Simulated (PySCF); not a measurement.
Excitations are Tamm–Dancoff values on a coarser integration grid. The basis has no diffuse functions, so Rydberg states are missing or too high.

Z-matrix (Å, degrees):
```
Si
H 1 1.4935
Si 1 2.3348 2 108.17
O 3 1.6548 1 105.38 2 178.71
H 4 0.9584 3 117.74 1 179.78
H 3 1.4924 4 111.10 5 59.11
H 3 1.4925 6 106.83 4 121.33
Si 1 2.3370 2 109.44 3 -119.63
H 8 1.4865 1 109.47 2 -179.12
H 8 1.4880 9 108.82 1 120.95
H 8 1.4881 9 108.70 10 118.10
Si 1 2.3371 2 109.48 3 119.45
H 12 1.4864 1 109.46 2 178.19
H 12 1.4880 13 108.83 1 -120.98
H 12 1.4881 13 108.71 14 -118.11
```
Charge 0, multiplicity 1.

**Question.** What HOMO, total energy and S1–T1 gap (TDA) does PySCF with PBE0-D3(BJ)/def2-TZVP give?

**Answer.** 
```
Item                    Result
---------------  -------------
HOMO                  -7.82 eV
total energy     -1238.7511 Ha
S1–T1 gap (TDA)        0.76 eV
```
